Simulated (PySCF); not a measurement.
Isomers of C3H8N2OSi, one conformer each. Level of theory: core-valence-separated Tamm–Dancoff BHandHLYP/aug-pcX-1 (pcseg-1 on H, def2-SVPD on Si) in PySCF, non-relativistic, gas phase, PBE0-D3(BJ)/def2-SVP geometry. BHandHLYP without relativity tends to put these K edges a few eV too low, so spacings mean more than positions.

P. `O=CN1CCN[SiH2]1`
Q. `C(/[SiH2]NC(C)=O)=N\[H]`

Main lines, eV (oscillator strength):
1. C K: 284.6 (0.082), 286.4 (0.017), 286.7 (0.019), 286.9 (0.022), 287.0 (0.032); N K: 399.2 (0.012), 399.4 (0.020), 400.1 (0.013), 400.7 (0.017), 400.8 (0.012); O K: 529.3 (0.042)
2. C K: 282.3 (0.066), 284.7 (0.086), 285.6 (0.009), 286.5 (0.018), 286.6 (0.029); N K: 395.8 (0.060), 399.6 (0.018), 399.9 (0.018), 400.2 (0.008), 401.0 (0.031); O K: 529.4 (0.043), 533.6 (0.006)
Listed: the first five lines at most of each edge with a tenth or more of its strongest line's intensity; roots within 0.03 eV on the same or equivalent atoms are summed. Only the lowest roots were sought, and the top ones are left out.

Task: Which spectrum belongs to which isomer?

Result: 1 = P, 2 = Q.
- P: first C line listed at 284.6 eV, hole on the amide carbonyl carbon (1s→π*); first N line listed at 399.2 eV, hole on the silicon-bound nitrogen; first O line listed at 529.3 eV, hole on the amide oxygen (1s→π*).
- Q: first C line listed at 282.3 eV, hole on the C=N carbon (1s→π*); first N line listed at 395.8 eV, hole on the C=N nitrogen; first O line listed at 529.4 eV, hole on the amide oxygen (1s→π*).

Task: What are the ground-state energies of the isomers at BHandHLYP/aug-pcX-1 (pcseg-1 on H, def2-SVPD on Si), relative to the lowest?

Result: P 0.0, Q 52.3 kJ/mol (electronic energies on these geometries, no dispersion or zero-point terms).
